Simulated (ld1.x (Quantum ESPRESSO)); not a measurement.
# Building the PAW potential for C (PBE, non-relativistic).

```json
{
  "Element": "C (Z = 6)",
  "Generator": "ld1.x (Quantum ESPRESSO) 7.5",
  "Type": "PAW",
  "Functional": "PBE",
  "Relativity": "non-relativistic",
  "Frozen core": "[He]",
  "Valence charge": "4",
  "Reference configuration": "2s2 2p1.75 (charge +0.25)",
  "Partial waves": "2s (bound): rcut 1.05, rcutus 1.40 bohr; 2s channel at -0.7 Ry: rcut 1.05, rcutus 1.40 bohr; 2p (bound): rcut 1.75, rcutus 2.15 bohr; 2p channel at 0.45 Ry: rcut 1.75, rcutus 2.15 bohr; 3d channel at 0.45 Ry: rcut 1.75, rcutus 2.35 bohr; 3d channel at 2.3 Ry: rcut 1.75, rcutus 2.35 bohr",
  "Local potential": "all-electron potential smoothed inside 1.15 bohr (lloc = -1)",
  "Core correction": "Bessel-smoothed model core, default radius (core density twice the valence density)",
  "Augmentation charge": "BESSEL, radius 0.95 bohr"
}
```

All-electron outer shells of the reference configuration (PBE, non-relativistic, ld1.x):

```json
{"shell": "2s", "level (eV)": "-16.45", "outermost node (bohr)": "0.38", "outermost maximum (bohr)": "1.20"}
{"shell": "2p", "level (eV)": "-7.89", "outermost node (bohr)": "–", "outermost maximum (bohr)": "1.19"}
```

Results:

| Property | Result |
| --- | --- |
| Cutoffs needed | 15 Ry and 18 Ry (the cutoffs (Ry, on a coarse ladder) from which the occupation-weighted sum of valence levels, in a spherical-Bessel basis at the reference potential, stays within 10 and 1 mRy of its value at 400 Ry) |
| Ghost test | no extra level below or beside the all-electron valence levels (s, p, d, f tested) (spherical-Bessel basis up to 400 Ry, 20 bohr box) |
| Configuration tests | test run stopped at test 3 of 7 (negative rho) |
| Lowest eigenvalue of the overlap operator | 0.54 (s channel) |

Generation and tests took about 0.67 s on one core of a shared server CPU.
